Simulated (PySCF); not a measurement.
**Radial density of As+ (arsenic, charge +1)**

B3LYP, [Ar] 3d10 4s2 4p2, high-spin 3P determinant. Calculation: PySCF 2.14, in def2-TZVP; the non-relativistic Hamiltonian (point nucleus).

```tsv
r (bohr)	4πr²ρ (e/bohr)	4πr²(ρα − ρβ)
0.000642	0.1224	0.0000
0.00108	0.3373	0.0000
0.00182	0.9069	0.0000
0.00305	2.367	0.0000
0.00514	5.834	-0.0001
0.00864	13.12	-0.0001
0.0145	25.22	0.0004
0.0244	37.62	0.0031
0.0411	38.77	0.0153
0.0692	32.67	0.0474
0.116	43.79	0.0661
0.196	40.16	-0.0035
0.329	24.52	0.0766
0.554	29.94	0.1119
0.931	10.77	0.0764
1.57	3.078	0.9173
2.63	1.229	0.7176
4.43	0.1027	0.0814
7.45	0.0004549	0.0004
```

Where is the radial spin density 4πr²(ρα − ρβ) most negative, and why is it negative at all?

Around r = 0.196 bohr, down to -0.0035 e/bohr: exchange with the open shell polarises the paired shells in an unrestricted calculation.
